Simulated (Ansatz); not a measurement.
Tuning the range parameter of LC-ωPBE so that −HOMO meets the ionisation energy; basis def2-TZVP, Ansatz. System: the cluster ZrSe2. Total charge 0; singlet. Geometry: PBE-D4/def2-TZVP. The ionised state is a doublet.

Geometry of the singlet:

Cartesian coordinates in Å:
```
Zr 0.239 -0.024 0.886
Se -1.849 0.675 0.043
Se 1.610 -0.651 -0.928
```

In the def2 sets Zr takes a core potential; there is no spin–orbit coupling. At LC-ωPBE (ω = 0.30 bohr⁻¹)/def2-TZVP the charge 1 doublet is spin-contaminated (final ⟨S²⟩ up to 0.87, 0.75 for a pure state). The structure comes from a short search, and lower isomers may exist.

```tsv
ω (1/bohr)	HOMO (eV)	LUMO (eV)	vertical IE (eV)	HOMO + IE (eV)
0.1	-6.56	-2.74	7.83	1.27
0.15	-7.07	-2.25	7.87	0.79
0.2	-7.48	-1.91	7.91	0.43
0.3	-8.06	-1.59	7.97	-0.09
```

(1) Where does the tuning condition hold?

## Answers

(1) Near ω = 0.28 bohr⁻¹, by linear interpolation.
